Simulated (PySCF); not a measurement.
C2H7NSi2, SMILES [SiH3][SiH2]CC#N. Geometry optimised at PBE-D3(BJ)/def2-SVP. This is a generated structure with no PubChem entry under its InChIKey; it may be hypothetical. One conformer was computed; it need not be the lowest.

Computed equilibrium geometry at PBE-D3(BJ)/def2-SVP (PySCF confirms it by a frequency run) as bond lengths and angles (one conformer of several):
Atoms: N1 C2 C3 Si4 Si5 H6 H7 H8 H9 H10 H11 H12. Bonded distances (Å): N1–C2 1.173, C2–C3 1.453, C3–Si4 1.932, C3–H6 1.111, C3–H7 1.111, Si4–Si5 2.352, Si4–H8 1.506, Si4–H9 1.504, Si5–H10 1.506, Si5–H11 1.505, Si5–H12 1.503. Bond angles (°): N1–C2–C3 177.1, C2–C3–Si4 111.8, C2–C3–H6 110.2, C2–C3–H7 109.8, Si4–C3–H6 109.0, Si4–C3–H7 108.6, H6–C3–H7 107.3, C3–Si4–Si5 109.9, C3–Si4–H8 106.9, C3–Si4–H9 108.3, Si5–Si4–H8 111.5, Si5–Si4–H9 111.2, H8–Si4–H9 108.8, Si4–Si5–H10 109.2, Si4–Si5–H11 109.7, Si4–Si5–H12 110.0, H10–Si5–H11 108.9, H10–Si5–H12 109.4, H11–Si5–H12 109.6.
